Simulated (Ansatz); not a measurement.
CH$_{7}$ClN$_{2}$Zr (`[CH3][Zr]([NH2])([NH2])[Cl]`), charge 0, multiplicity 1.

Problem. Give a relaxed structure at PBE0-D4/def2-TZVP (Ansatz 0.2.0). (An estimate is asked.)

Solution. The calculation gave: 
Z-matrix (Å, degrees):
```
C
Zr 1 2.221
H 1 1.096 2 112.0
H 1 1.096 2 111.5 3 120.2
H 1 1.097 2 110.2 3 -119.9
N 2 2.019 1 107.9 3 -168.7
N 2 2.021 1 104.3 3 -54.2
Cl 2 2.377 1 108.9 3 65.6
H 6 1.013 2 123.6 1 30.1
H 6 1.011 2 127.5 1 -143.9
H 7 1.012 2 123.8 1 70.5
H 7 1.010 2 127.3 1 -113.4
```
This is one stationary point; other conformers may exist.
